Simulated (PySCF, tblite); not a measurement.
Isomers of C4H4ClNO, one GFN2-xTB conformer each. Single-point energies are computed at PBE0/pcSseg-1 (PySCF, gas phase, no added dispersion term), electronic only.

| SMILES | GFN2-xTB relative energy (kcal/mol) |
| --- | --- |
| CO/C(Cl)=C\C#N | 12.8 |
| N#CCCC(=O)Cl | 0.0 |

Conformers: `[CH3:1][O:2]/[C:3]([Cl:4])=[CH:5]\[C:6]#[N:7]` with C1–O2–C3–Cl4 179°; `[N:1]#[C:2][CH2:3][CH2:4][C:5](=[O:6])[Cl:7]` with C2–C3–C4–C5 -72°, C3–C4–C5–O6 -11°.

**Question.** What does PBE0/pcSseg-1 give for the same structures?

**Answer.** 
```csv
SMILES,PBE0/pcSseg-1 E (Eh),PBE0/pcSseg-1 (kcal/mol),GFN2-xTB (kcal/mol),point group
N#CCCC(=O)Cl,-744.46976,0.0,0.0,C1
CO/C(Cl)=C\C#N,-744.42358,29.0,12.8,Cs
```

Both levels put the same isomer lowest. As drawn, the lower has a C=O bond, which the higher lacks; the higher has a C=C bond outside aromatic rings, which the lower lacks.

**Question.** Which frontier levels, dipoles and rotational constants go with these structures?

**Answer.** 
| SMILES | HOMO (eV, PBE0/pcSseg-1) | LUMO (eV) | dipole (D) | A, B, C (MHz) |
| --- | --- | --- | --- | --- |
| N#CCCC(=O)Cl | -9.06 | -1.47 | 4.90 | 4768, 1123, 1092 |
| CO/C(Cl)=C\C#N | -7.55 | -1.28 | 2.29 | 4050, 1437, 1068 |

**Question.** What happens when harmonic zero-point energies from GFN2-xTB frequencies are added?

**Answer.** 
```tsv
SMILES	ZPE (kcal/mol)	electronic (kcal/mol)	with ZPE (kcal/mol)
N#CCCC(=O)Cl	45.8	0.0	0.0
CO/C(Cl)=C\C#N	45.3	29.0	28.5
```

The zero-point energies span 0.5 kcal/mol. The order is unchanged.
